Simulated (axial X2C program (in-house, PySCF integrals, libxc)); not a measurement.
WP: from the spin-free to the two-component result

All values were computed with an in-house relativistic program for diatomic molecules. Spin-free means the one-electron spin-free X2C Hamiltonian; two-component (2c) means X2C with spin–orbit coupling and atomic mean-field two-electron Coulomb and Gaunt terms, so the difference of the two also holds small scalar two-electron terms. Basis: W dyall-v3z [13s14p9d7f2g], P dyall-v3z [8s7p2d1f] (cores contracted in-house); Gaussian nuclei, density fitting, unrestricted open shells. Masses: W 183.951 u, P 30.974 u.

Spin-free state: M_S = 3/2, Λ = 0 (beyond evenly filled blocks: σα, δ+α, δ-α); fragments W + P.

| level | Re (Å) | ωe (cm⁻¹) | μ (D) |
| --- | --- | --- | --- |
| PBE0 | 2.116 | 500.4 | -3.72 |
| HF | 2.383 | 294.8 | -4.09 |
| PBE50 | 2.133 | 444.0 | -4.17 |
| PBEsol | 2.108 | 537.8 | -3.14 |

Dipoles are positive if P is the positive end.

Two-component determinant lowest at the distance of the search:

Ω = 3/2 (⟨Sz⟩ = 1.49, ⟨Lz⟩ = 0.01 at PBE0); fragments W + P.

```tsv
level	Re (Å)	ωe (cm⁻¹)	μ (D)
PBE0	2.118	496.1	-3.71
HF	2.384	294.5	-4.06
PBE50	2.135	441.0	-4.15
PBEsol	2.109	534.4	-3.13
```

Q: From the two tables, how do the constants change at the PBE0 level (2c against spin-free)?

A: At the PBE0 level Re goes up by 0.002 Å and ωe falls by 4.3 cm⁻¹.

The state is a single determinant with fixed occupations, the lowest that a limited PBE0 search found. De is not given where an atomic determinant may have missed its ground term or J level, or where the truncated virtual space spoils (T). Density functionals use the spin component along the axis (collinear). Other states lie close and PBE0, whose exact exchange favours high spin, may order them wrongly; the determinant shown need not be the ground state. The nearest other spin-free determinant of the search, M_S = 1/2, Λ = 2, lies 0.96 eV up at the distance of the search. The functionals have no current-density term, which raises determinants with orbital currents, atoms included. With several unpaired electrons one determinant need not be a pure state. This is the top spin component of a Σ state; components of lower Ω are not single determinants and can lie lower. The determinant is spin-polarised beyond a pure state at some levels (its spin-free form has ⟨S²⟩ too high), which makes Re and μ there less reliable.
